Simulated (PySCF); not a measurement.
Gas-phase reaction: MoO3 + 6 F → MoOF4 + 2 FO

Method: PySCF energies (xtb for GFN2) plus ideal-gas RRHO corrections (1 bar). S°(298 K) at PBE0/def2-TZVP differs from the NASA 1993 table for MoO3 (+7 J/mol/K); whether the harmonic model or the table's entry is off was not settled. † marks an energy on the PBE0/def2-TZVP geometry and frequencies; other levels use their own. MP2 freezes the core. Open shells (unrestricted): F (multiplicity 2, electronic degeneracy 6), FO (multiplicity 2, electronic degeneracy 4); the rest are closed-shell singlets. GFN2 has no spin-polarisation term. Spin-orbit splitting is ignored; it lowers the true energy and changes the entropy of F, FO. Mo: scalar-relativistic def2 core potential, no spin-orbit coupling. MP2 isn't extrapolated to the basis-set limit; its ΔH°(298 K) is -1088.2 kJ in def2-SVP and -1158.2 kJ in def2-TZVPP. The harmonic model lacks anharmonicity and excited electronic states, which grow with temperature; levels with a mode under 35 cm⁻¹ are left out. Strong static correlation: MoO3. Soft modes under 120 cm⁻¹ make the harmonic entropy rough for MoOF4.

```tsv
level	ΔE electronic, kJ	ΔH°(298 K), kJ	ΔS°(298 K), J/K	ΔG°(600 K), kJ
BLYP/def2-TZVP†	-1361	-1349	-477	-1061
GFN2-xTB	-1350	-1339	-482	-1048
HF/def2-TZVP†	-627	-615	-477	-327
M06-2X/def2-TZVP†	-1229	-1218	-477	-929
MP2/def2-TZVPP†	-1170	-1158	-477	-870
PBE/def2-SVP	-1503	-1492	-475	-1206
PBE0/def2-SVP†	-1299	-1287	-477	-999
r2SCAN/def2-TZVP†	-1322	-1311	-477	-1022
LDA/def2-TZVP†	-1772	-1761	-477	-1472
ωB97X-V/def2-TZVP†	-1304	-1292	-477	-1004
```
ΔH° is lowest at LDA/def2-TZVP† and highest at HF/def2-TZVP†. No reference value is set beside these.
